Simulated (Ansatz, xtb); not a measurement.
Spectroscopic constants of ZrGa, multiplicity 6 (lowest of 2S+1 = 2, 4, 6 at PBE0/def2-TZVPP; our sources give no spin for the ground state, which may be another). No spin–orbit coupling. Ga is treated without relativity.

Constants: fifth-degree fit in 1/R to seven points, most abundant isotopes. Runs in def2 and cc sets follow the lowest solution found near the PBE0 minimum.

Run with Ansatz (Gaussian orbitals); xtb for the GFN methods. Values without a source in brackets are computed. In def2 rows elements past Kr take small-core potentials, without spin–orbit coupling. The GFN methods have no spin term and hold the electronic entropy of 300 K.

| level | r_e (Å) | ω_e (cm⁻¹) | B_e (cm⁻¹) | α_e (cm⁻¹) | dipole (D) |
|---|---|---|---|---|---|
| GFN1-xTB | 2.615 | 318 | 0.0632 | 0.00031 | - |
| GFN2-xTB | 2.755 | 188 | 0.0569 | 0.00038 | - |
| SVWN5/def2-TZVPP | 2.577 | 228 | 0.0650 | 0.00025 | 2.08 |
| PBE/def2-TZVPP | 2.630 | 214 | 0.0625 | 0.00025 | 2.21 |
| r2SCAN/def2-TZVPP | 2.611 | 222 | 0.0634 | 0.00025 | 2.75 |
| B97M-V/def2-TZVPP | 2.640 | 214 | 0.0620 | 0.00024 | 2.25 |
| B3LYP/def2-TZVPP | 2.627 | 217 | 0.0626 | 0.00025 | 2.47 |
| PBE0/def2-TZVPP | 2.601 | 228 | 0.0639 | 0.00024 | 2.73 |
| BHLYP/def2-TZVPP | 2.598 | 232 | 0.0640 | 0.00024 | 3.15 |
| CAM-B3LYP/def2-TZVPP | 2.583 | 235 | 0.0648 | 0.00024 | 3.10 |
| wB97X-V/def2-TZVPP | 2.574 | 241 | 0.0652 | 0.00024 | 3.64 |
| wB97M-V/def2-TZVPP | 2.577 | 240 | 0.0651 | 0.00023 | 3.28 |
| B2PLYP/def2-TZVPP | 2.605 | 226 | 0.0637 | 0.00028 | - |

Correlated levels freeze the inner cores; with def2 sets outer-core shells near the valence are correlated too.

Ansatz is a quantum-chemistry and plane-wave program.
